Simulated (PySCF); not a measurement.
Electron correlation in Mn (manganese, neutral)

[Ar] 3d5 4s2, high-spin 6S determinant. Calculation: PySCF 2.14, in aug-cc-pVDZ (7s6p4d2f, 59 functions); no relativity, point nucleus. Frozen: [Ar]; 7 electrons correlated.

| level | correlation energy (mhartree) |
| --- | --- |
| CCSD | -117.82 |
| (T) | -3.22 |
| CCSD(T) | -121.04 |

Diagnostics: T1 = 0.023, D1 = 0.0740, largest double amplitude 0.063.

**Question.** Is a single reference adequate?

**Answer.** Yes: T1 lies below 0.03 and no double amplitude reaches 0.07.
